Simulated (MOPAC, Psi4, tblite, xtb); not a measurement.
Dimer C2H6 ··· Cl- (SMILES CC and [Cl-]) (charge -1), singlet at R = 3.94 Å between the centres of mass, closest contact 2.47 Å (lowest of the rigid-body minima from ten starts at GFN2-xTB). Geometry in Å and degrees:

```
C
H 1 1.0918
H 1 1.0918 2 107.56
H 1 1.0918 2 107.56 3 -115.60
C 1 1.5263 2 111.32 3 122.20
H 5 1.0918 1 111.32 2 -180.00
H 5 1.0918 6 107.56 1 122.20
H 5 1.0918 6 107.56 7 115.60
Cl 4 2.4740 3 141.73 1 175.01
```

- GFN2-xTB (tblite)
- SAPT0/jun-cc-pVDZ, frozen core (Psi4)
- revPBE/def2-TZVPD, counterpoise-corrected (Psi4)
- revPBE-D3(BJ)/def2-TZVPD, counterpoise-corrected (Psi4)
- PBE/def2-TZVPD, counterpoise-corrected (Psi4)
- PBE-D3(BJ)/def2-TZVPD, counterpoise-corrected (Psi4)
- HF/aug-cc-pVDZ, counterpoise-corrected (Psi4)
- MP2/aug-cc-pVDZ = DF-MP2/aug-cc-pVDZ, frozen core, counterpoise-corrected run with Psi4 1.11
- SCS-MP2/aug-cc-pVDZ = DF-SCS-MP2/aug-cc-pVDZ, frozen core, counterpoise-corrected (Psi4)
- PM6, restricted, heats of formation (MOPAC)
- PM3, restricted, heats of formation (MOPAC)
- GFN1-xTB (xtb)

**Question.** What interaction energy does each level give?

**Answer.** 
```
method                    E_int / kJ/mol
------------------------  --------------
PBE-D3(BJ)/def2-TZVPD             -16.01
PM3                               -14.69
PBE/def2-TZVPD                    -13.32
GFN1-xTB                          -13.14
revPBE-D3(BJ)/def2-TZVPD          -12.78
MP2/aug-cc-pVDZ                   -10.97
GFN2-xTB                           -9.49
SCS-MP2/aug-cc-pVDZ                -8.37
SAPT0/jun-cc-pVDZ                  -8.11
PM6                                -7.65
revPBE/def2-TZVPD                  -7.20
HF/aug-cc-pVDZ                     -1.99
```
